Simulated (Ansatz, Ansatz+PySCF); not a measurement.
```xyz
2

Cr    0.0000    0.0000    0.0000
N     0.0000    0.0000    1.6255
```

Basis set: def2-SVP (spherical functions). Frozen core: 6 orbitals. Correlation on ROHF uses semicanonical orbitals with singles. Charge 0, multiplicity 4.

Computed with Ansatz (development build ahead of 0.2.0); each method stands on the lowest determinant of its kind that the runs found. Restricted functionals stand beside restricted open-shell atoms, which can lie above the unrestricted atoms usual in DFT and then raise those values.

**Question.** Give the atomization energy at this shape (free ground-state atoms in the same class of orbitals less the molecule, no zero-point energy) of quartet CrN by r²SCAN (unrestricted), ωB97X (unrestricted), r²SCAN (restricted open-shell), ωB97X (restricted open-shell), PBE (unrestricted), PBE (restricted open-shell), PBE0 (unrestricted), PBE0 (restricted open-shell), ROHF-MP2, UHF-MP2, UHF, ROHF.

**Answer.**

```csv
method,atomization energy
r²SCAN (unrestricted),3.45 eV
ωB97X (unrestricted),3.07 eV
r²SCAN (restricted open-shell),2.83 eV
ωB97X (restricted open-shell),2.45 eV
PBE (unrestricted),4.54 eV
PBE (restricted open-shell),4.25 eV
PBE0 (unrestricted),2.91 eV
PBE0 (restricted open-shell),2.10 eV
ROHF-MP2,1.55 eV
UHF-MP2,1.23 eV
UHF,-1.12 eV
ROHF,-5.56 eV
```

Caution: another spin multiplicity may lie lower; the shape is not the minimum. Caution for r²SCAN (unrestricted), PBE (unrestricted): the unrestricted determinant is spin contaminated. Caution for ωB97X (unrestricted), PBE0 (unrestricted), UHF-MP2, UHF: the unrestricted determinant is a mixture of spin states. Caution for r²SCAN (restricted open-shell), ωB97X (restricted open-shell), PBE0 (restricted open-shell), ROHF-MP2, ROHF: an unrestricted determinant lies well below. Caution for UHF, ROHF: the molecule lies well above its atoms at this level.
